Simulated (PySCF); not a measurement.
Numbering as in the mapped SMILES `[O:1]=[CH:2][c:3]1[cH:4][cH:5][cH:6][cH:7][c:8]1[OH:9]` (H(Xn): hydrogen on atom n).

GIAO PBE0/pcSseg-1 shifts (PySCF, gas phase, non-relativistic, equivalent atoms averaged), each against references optimised in the same way as the molecule (H2O, TMS).

On the GFN2-xTB geometry: O1 570.4, O9 140.8, C2 201.9, C8 171.9, C6 143.0, C4 139.8, C7 123.7, C3 123.6, C5 123.2, H(O9) 12.15, H(C2) 10.03, H(C6) 7.80, H(C4) 7.61, H(C7) 7.28, H(C5) 7.16 ppm.

**Question.** What changes on the PBE0-D3(BJ)/def2-SVP geometry?

**Answer.** 
```csv
atoms,δ (ppm),change
O1,557.9,-12.5
O9,142.8,+2.0
C2,200.8,-1.1
C8,170.6,-1.3
C6,143.4,+0.4
C4,139.1,-0.7
C7,122.8,-0.9
C3,121.8,-1.8
C5,122.4,-0.8
H(O9),12.93,+0.78
H(C2),9.74,-0.29
H(C6),7.57,-0.23
H(C4),7.39,-0.22
H(C7),7.09,-0.19
H(C5),6.97,-0.19
```

Bonds between heavy atoms that differ most (equivalent bonds averaged): C5–C6 1.394 → 1.405 Å, C8–O9 1.332 → 1.322 Å, C6–C7 1.376 → 1.386 Å, C4–C5 1.374 → 1.383 Å, C8–C3 1.414 → 1.420 Å. Mean change of bonds to hydrogen: C–H +0.012 Å, O–H +0.005 Å.
